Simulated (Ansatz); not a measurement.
Reaction (isomerisation): `CC1([SiH3])C[SiH2]1` → `C[SiH2]/C=C/[SiH3]`

Computed with Ansatz on PBE0-D4/def2-TZVP structures; ΔE is electronic, products minus reactants. CBS: MP2 limit from def2 TZ/QZ plus the TZ coupled-cluster correction, frozen cores. DFT in def2-TZVPP. Each species was taken in one conformer, which may not be the lowest.

| species | ωB97X-V energy (Eh) |
| --- | --- |
| `CC1([SiH3])C[SiH2]1` | -699.21829 |
| `C[SiH2]/C=C/[SiH3]` | -699.24011 |

Q: Work out ΔE.

A: ΔE = (-699.24011) − (-699.21829) = -0.02182 Eh = -57.3 kJ/mol. CCSD(T)/CBS gives -65.1 kJ/mol.

Largest T1 diagnostic among the species: 0.011.

The D4 term adds +8.9 kJ/mol with B3LYP and +4.6 kJ/mol with PBE0; it sums over pairs of atoms, weighted by their polarisabilities, and B3LYP, whose exchange is more repulsive, gets the larger term. In def2-TZVPP, CCSD(T) changes the Hartree–Fock value by +39.6 kJ/mol (the triples alone add +3.7 kJ/mol) and MP2 by +52.8 kJ/mol.

B3LYP here is the variant with VWN-RPA as its local correlation; programs differ in this.
